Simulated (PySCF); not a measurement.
# [Dy(H2O)4]3+ relaxed at several levels

Computed with PySCF 2.14.0, def2-SVP on the ligands, density fitting, scalar-relativistic core potentials, no spin-orbit coupling, vacuum. Each row is relaxed at its own level from the same template. Distances are means of the shortest metal–ligand contacts, charges and spins Mulliken's; removal energies are rigid, with the ligand's formal charge and no counterpoise, so too large; for an anion taken off a cation in vacuum most of it is the attraction of opposite charges, and multiply charged cations can part far more cheaply with an electron moved from ligand to metal. lcecp potentials hold a fixed number of 4f electrons in the core, out of states, spins and gaps.

```tsv
level	basis on the metal	point group	M–H2O (Å)	charge on M (e)	removal of one H2O (eV)	strongest infrared band, degenerate modes summed (cm⁻¹)	unstable modes (below −25 cm⁻¹)
r2SCAN	lcecp-1-SVP with ECP55	D2d	2.288	1.74	3.44	–	not given
```

What does the calculation give for PBE0, lcecp-1-SVP with ECP55?

point group: S4, M–H2O (Å): 2.277, charge on M (e): 1.74, removal of one H2O (eV): 3.46, strongest infrared band, degenerate modes summed (cm⁻¹): 3614, unstable modes (below −25 cm⁻¹): 0.
```xyz
13

Dy    0.0000    0.0000    0.0000
O     1.3541    1.3267    1.2615
H     2.1582    1.0699    1.7680
H     1.2840    2.2957    1.4223
O    -1.3541   -1.2615    1.3267
H    -1.2840   -1.4223    2.2957
H    -2.1582   -1.7680    1.0699
O     1.3541   -1.3267   -1.2615
H     1.2840   -2.2957   -1.4223
H     2.1582   -1.0699   -1.7680
O    -1.3541    1.2615   -1.3267
H    -2.1582    1.7680   -1.0699
H    -1.2840    1.4223   -2.2957
```

Moved off a saddle point of the template and relaxed again: PBE0. One start shape was tried for each, so a minimum needn't be the lowest isomer.
